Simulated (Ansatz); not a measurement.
Mg₇S₆Cl₂. Total charge 0; singlet. Geometry PBE-D4/def2-SVP; atoms count from 1.

Cartesian coordinates in Å:
```
Cl -0.107 -4.325 -1.413
Cl -4.097 1.493 1.286
Mg 1.921 -3.290 -0.738
Mg 3.042 -0.681 0.253
Mg -0.912 -2.065 -1.874
Mg 0.921 1.156 -1.133
Mg 0.886 2.475 1.705
Mg -2.789 0.673 -0.607
Mg -2.107 2.584 1.981
S 3.611 -2.869 0.772
S 1.343 -1.085 -1.840
S 2.742 1.708 0.372
S -3.020 -1.147 -1.999
S -0.984 2.309 -0.273
S -0.449 3.064 3.509
```

Q: Estimate the Mulliken populations from the PBE0/def2-SVP orbitals of Ansatz.

A: 
```
atom  charge (e)
 Cl1       -0.33
 Cl2       -0.33
 Mg3        0.53
 Mg4        0.59
 Mg5        0.57
 Mg6        0.66
 Mg7        0.59
 Mg8        0.57
 Mg9        0.53
 S10       -0.44
 S11       -0.74
 S12       -0.56
 S13       -0.49
 S14       -0.74
 S15       -0.44
```
Mulliken values depend strongly on the basis.

Q: And the Mayer bond orders between heavy atoms (over 0.3)?

A: Cl1–Mg3 0.64 (2.37 Å); Cl1–Mg5 0.51 (2.44 Å); Cl2–Mg8 0.51 (2.44 Å); Cl2–Mg9 0.64 (2.37 Å); Mg3–S10 1.18 (2.31 Å); Mg3–S11 0.43 (2.53 Å); Mg4–S10 1.08 (2.32 Å); Mg4–S12 0.71 (2.41 Å); Mg5–S11 0.56 (2.46 Å); Mg5–S13 1.13 (2.30 Å); Mg6–S11 0.69 (2.39 Å); Mg6–S12 0.68 (2.43 Å); Mg6–S14 0.69 (2.39 Å); Mg7–S12 0.71 (2.41 Å); Mg7–S15 1.08 (2.32 Å); Mg8–S13 1.13 (2.30 Å); Mg8–S14 0.56 (2.46 Å); Mg9–S14 0.43 (2.53 Å); Mg9–S15 1.18 (2.30 Å).
